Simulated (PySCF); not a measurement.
**Levels of Xe²³⁺ from EOM-EA-GCCSD**

Reference: closed-shell Xe²⁴⁺, [Ar] 3d10 4s2; one electron is added. Calculated with PySCF 2.14, two-component X2C-1e with screened spin-orbit coupling, an uncontracted even-tempered set (20 s from 0.74 bohr⁻², ratio 2.6; 15 p from 0.96 bohr⁻², ratio 2.6; 10 d from 0.96 bohr⁻², ratio 2.6; 6 f from 0.98 bohr⁻², ratio 2.8); frozen [Ar]; the 96 highest virtual spinors dropped; of the others 70 kept and the rest restored at second order. No Breit or QED terms. Binding energies in eV.

```
level  Koopmans  second order  EOM-CCSD
4p1/2    735.46        737.04    736.84
4p3/2    717.73        719.36    719.25
```

For comparison, the ionisation energy of Xe²³⁺ is 736 ± 4 eV (theoretical estimate listed by NIST; NIST Atomic Spectra Database, ionization energies).
